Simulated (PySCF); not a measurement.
A side-by-side comparison of computed properties.

First species: C₈H₉N.
InChI=1S/C8H9N/c1-3-8-5(2)7(8)6(8)4-9/h1,4-7,9H,2H3/b9-4+/t5-,6+,7+,8+/m0/s1

Second species: C8H9N.
Numbering: `[H]\[N:9]=[CH:8]/[CH:7]=[CH:6]\[CH:5]=[C:3](/[C:2]#[CH:1])[CH3:4]` (hydrogens: H10 on C1; H11, H12, H13 on C4; H14 on C5; H15 on C6; H16 on C7; H17 on C8; H18 on N9)

Geometry (GFN2-xTB, Å), atoms numbered from 1 in this order:
```
atom  x, y, z in Å
C1    -2.6020    2.0461   -0.9140
C2    -2.0641    1.0956   -0.4115
C3    -1.4930   -0.0405    0.2013
C4    -2.4611   -0.9340    0.9131
C5    -0.1677   -0.2968    0.1448
C6     0.7738    0.5422   -0.5297
C7     2.1049    0.3418   -0.6230
C8     2.8503   -0.7613   -0.0599
N9     4.0982   -0.9567   -0.1441
H10   -3.0523    2.8821   -1.3603
H11   -1.9504   -1.7857    1.3555
H12   -2.9754   -0.3790    1.6978
H13   -3.2194   -1.2946    0.2179
H14    0.1994   -1.1855    0.6368
H15    0.3512    1.4200   -1.0051
H16    2.6981    1.0665   -1.1705
H17    2.3022   -1.5138    0.4982
H18    4.5986   -0.2399   -0.6723
```

Levels: PBE0/def2-SVPD for dipole moment, HOMO energy, LUMO energy, HOMO–LUMO gap, static isotropic polarisability and electronic spatial extent ⟨r²⟩ about the centre of nuclear charge; TDDFT PBE0/def2-SVPD for lowest singlet excitation; TDA PBE0/def2-SVPD for lowest triplet excitation (Tamm–Dancoff); GFN2-xTB for rotational constant A and rotational constant C. Geometries: GFN2-xTB. All species are isolated and taken at one optimised geometry, non-relativistic unless stated; the electronic structure was computed with PySCF and density fitting.

The conformers computed, where there is a choice (atom-mapped SMILES and torsion angles):
- `[H]/[N:2]=[CH:3]/[C@@H:4]1[C@H:5]2[C@H:6]([CH3:7])[C@:8]12[C:9]#[CH:10]`: N2–C3–C4–C5 -147°
- `[H]\[N:9]=[CH:8]/[CH:7]=[CH:6]\[CH:5]=[C:3](/[C:2]#[CH:1])[CH3:4]`: C3–C5–C6–C7 180°, C6–C7–C8–N9 180°

```
                                                         property    column X    column Y
                                                    dipole moment      2.27 D      3.06 D
                                                      HOMO energy    -6.95 eV    -6.61 eV
                                                      LUMO energy    -0.55 eV    -2.15 eV
                                                    HOMO–LUMO gap     6.40 eV     4.46 eV
                                        lowest singlet excitation     5.07 eV     4.00 eV
                         lowest triplet excitation (Tamm–Dancoff)     4.25 eV     2.29 eV
                                  static isotropic polarisability     99.6 au    124.5 au
electronic spatial extent ⟨r²⟩ about the centre of nuclear charge  1320 bohr²  1811 bohr²
                                            rotational constant A   2.535 GHz   3.901 GHz
                                            rotational constant C   0.888 GHz   0.597 GHz
```

Problem. Which column belongs to which species?

Solution. Column X is the first species and column Y the second. The first has 18 atoms and 64 electrons, the second 18 and 64.

Problem. How does each property change from the first species to the second?

Solution. dipole moment +0.79 D; HOMO energy +0.34 eV; LUMO energy -1.60 eV; HOMO–LUMO gap -1.94 eV; lowest singlet excitation -1.07 eV; lowest triplet excitation (Tamm–Dancoff) -1.96 eV; static isotropic polarisability +24.9 au; electronic spatial extent ⟨r²⟩ about the centre of nuclear charge +491 bohr²; rotational constant A +1.366 GHz; rotational constant C -0.291 GHz.

On the first: The vertical singlet–triplet gap S1 − T1 is 0.82 eV (TDDFT singlet less Tamm–Dancoff triplet; S1: HOMO−1→LUMO, weight 0.82; T1: HOMO−1→LUMO, weight 0.78). In wavenumbers S1 is 40900 cm⁻¹ (1 eV = 8065.54 cm⁻¹).

On the second: In wavenumbers S1 is 32300 cm⁻¹ (1 eV = 8065.54 cm⁻¹). S1 lies 0.46 eV below the HOMO–LUMO gap; its leading configuration is HOMO−1→LUMO, weight 0.94.
